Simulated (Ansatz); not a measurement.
A nudged elastic band was laid between two geometries of Ge2H6 + H2O (11 atoms, charge 0, multiplicity 1).

The calculation used RKS PBE0/def2-SVP in Ansatz 0.2.0.

| Item | Value |
| --- | --- |
| movable images | 5 |
| climbing image | yes |
| spring | 5.0 eV/Å² |
| optimiser | quadratic models (default) |
| start path | through a guess of the saddle point |
| force threshold | 0.05 eV/Å |
| iteration limit | 60 |
| end points | relaxed |

Image 0:

```xyz
11
Properties=species:S:1:pos:R:3
Ge 0.432 -0.044 0.033
Ge 0.135 -0.179 2.435
H -0.731 -1.395 2.825
H 1.482 -0.323 3.176
H -0.555 1.086 2.986
H 1.932 -0.187 -0.310
H -0.050 1.315 -0.498
H -0.325 -1.180 -0.672
O -2.604 0.148 0.835
H -2.864 -0.682 1.251
H -2.796 0.810 1.507
```

Image 6:

```xyz
11
Properties=species:S:1:pos:R:3
Ge -0.315 0.283 -0.861
Ge -0.399 -0.446 3.428
H -0.996 -0.854 4.784
H 0.987 -1.085 3.249
H -0.295 1.083 3.329
H 0.816 0.582 0.150
H -0.233 1.230 -2.064
H -0.227 -1.193 -1.305
O -1.901 0.627 -0.125
H -2.052 0.109 0.673
H -1.329 -0.965 2.312
```

Q: What changes between the two ends?

A: Bonds broken: Ge1–Ge2, O9–H11. Bonds formed: Ge1–O9, Ge2–H11. Ge2H6 + H2O becomes GeH4 + GeH4O.

Q: What energy profile does the band end with?

A: The run converged. The highest image is number 3 of 0 to 6, 2.01 eV above the first end and 1.72 eV above the last; the last end lies 0.28 eV above the first. Neighbouring images differ by up to 1.7 eV, so the band resolves the path poorly. A vibrational analysis at the climbing image gives one clearly imaginary mode, 374i cm⁻¹: a first-order saddle point. The orbitals stay closed-shell, which can raise the energy where a bond breaks towards radicals; this wasn't checked here.

```csv
image,path coordinate (Å),energy (eV),Ge1–Ge2 (Å),O9–H11 (Å),Ge1–O9 (Å)
0,0.00,0.00,2.42,0.96,3.15
1,1.89,0.06,2.42,0.96,3.20
2,3.79,0.35,2.46,0.96,3.02
3,5.67,2.01,3.05,1.07,2.00
4,7.83,0.29,4.32,2.72,1.79
5,9.98,0.28,4.77,2.77,1.78
6,12.13,0.28,4.35,2.97,1.78
```

Q: What is the geometry of the highest image?

A: 
```xyz
11
Properties=species:S:1:pos:R:3
Ge -0.258 0.121 -0.186
Ge -0.231 0.164 2.861
H -1.108 0.390 4.128
H 0.774 -0.947 3.284
H 0.649 1.446 2.792
H 1.037 -0.606 0.197
H -0.265 1.644 -0.096
H -0.641 -0.326 -1.620
O -2.021 -0.566 0.466
H -2.202 -1.504 0.277
H -1.677 -0.447 1.467
```

Time of the run: 3.9 min on 4 threads of Arm Neoverse V2, with other jobs on the host, peak memory 0.33 GiB.
